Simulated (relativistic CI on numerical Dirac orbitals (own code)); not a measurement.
Computed by Dirac-Coulomb-Breit CI, KLI orbitals optimised for each configuration, QED by a radiative potential, unscaled Slater integrals (own radial code, finite nucleus).

Configuration list (outside the closed core 1s2): 2s²2p, 2s2p², 2p³, 2p²3s, 2p²3p, 2p²3d, 2s²3s, 2s²3p, 2s²3d, 2s2p3s, 2s2p3p, 2s2p3d, 2s²4s, 2s²4p, 2s²4d, 2s²4f, 2s2p4s, 2s2p4p, 2s2p4d, 2s2p4f, 2s²5s, 2s²5p, 2s²5d, 2s²5f, 2s²5g, 2s3s², 2s3s3p, 2s3s3d, 2s3p², 2s3p3d, 2s2p5s, 2s2p5p, 2p3s², 2s2p5d, 2s2p5f, 2s2p5g. Levels of other configurations are missing.

At this charge energies of transitions that change n are usually good to better than 1 %, and those within a shell (Δn = 0) to a few per cent.

Outline of the computed level scheme of Ag XLIII. Lowest level of each configuration: 2s²2p ²P°1/2 at 0.00 eV; 2s2p² ⁴P1/2 at 132.31 eV; 2p³ ²P°3/2 at 504.51 eV; 2s²3s ²S1/2 at 3800.53 eV; 2s²3p ²P°1/2 at 3847.70 eV; 2s2p3s ⁴P°1/2 at 3892.49 eV; 2s2p3p ⁴D1/2 at 3932.48 eV; 2s²3d ²D3/2 at 3941.05 eV; 2s2p3d ⁴F°3/2 at 4025.46 eV.

Some strong electric-dipole decays among the lowest 43 levels: 2s2p3d ⁴D°1/2 → 2s2p² ⁴P1/2 (3.7e+14 s⁻¹); 2s²3d ²D3/2 → 2s²2p ²P°1/2 (2.7e+14 s⁻¹); 2s2p3d ⁴D°3/2 → 2s2p² ⁴P1/2 (2.5e+14 s⁻¹); 2s²3d ²D5/2 → 2s²2p ²P°3/2 (2.4e+14 s⁻¹); 2s2p3d ⁴F°7/2 → 2s2p² ²D5/2 (2.1e+14 s⁻¹); 2s2p3d ⁴P°5/2 → 2s2p² ⁴P3/2 (1.9e+14 s⁻¹); 2s2p3d ²F°5/2 → 2s2p² ²D3/2 (1.8e+14 s⁻¹); 2s2p3d ²D°3/2 → 2s2p² ²P1/2 (1.7e+14 s⁻¹).

LS names give the leading component of a level, which can be under half, so a name can repeat, a term be missing and a line seem to break the LS rules.
